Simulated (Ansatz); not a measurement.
Stepwise reaction of `C[O][SnH2][O]C` with hydrogen sulfide, as a gas-phase model of exchange steps in deposition or etching. ΔE in kJ/mol.

Computed with Ansatz on PBE0-D4/def2-TZVP structures; ΔE is electronic, products minus reactants. CCSD(T)/CBS adds triple-zeta CCSD(T) − MP2 to the extrapolated MP2 energy (def2 sets, frozen cores). This one scheme is used for every species. DFT in def2-TZVPP. B3LYP here is the variant with VWN-RPA as its local correlation; programs differ in this. Elements past krypton have def2 core potentials. For Sn outer-core shells are correlated without core-valence functions, which leaves a few kJ/mol of doubt a bond. Each species was taken in one conformer, which may not be the lowest.

```csv
step,reaction,PBE-D4,B3LYP-D4,ωB97M-V,CCSD(T)/CBS
1,`C[O][SnH2][O]C` + H₂S → `C[O][SnH2][SH]` + CH₃OH,-38.7,-33.5,-35.2,-33.2
2,`C[O][SnH2][SH]` + H₂S → `[SH][SnH2][SH]` + CH₃OH,-49.5,-44.9,-45.8,-43.8
```

Q: By hand: ΔE of the 2 steps together at CCSD(T)/CBS.

A: (-33.2) + (-43.8) = -77.0 kJ/mol, or -38.5 kJ/mol a step.

In ΔE each step is lower than the one before. All are downhill at CCSD(T)/CBS. PBE-D4 differs from CCSD(T)/CBS by -5.7 to -5.5 kJ/mol a step. Only this route is followed, and other bonds may react first. Isolated molecules leave out the surface, adducts and barriers. Largest T1 diagnostic: 0.014.
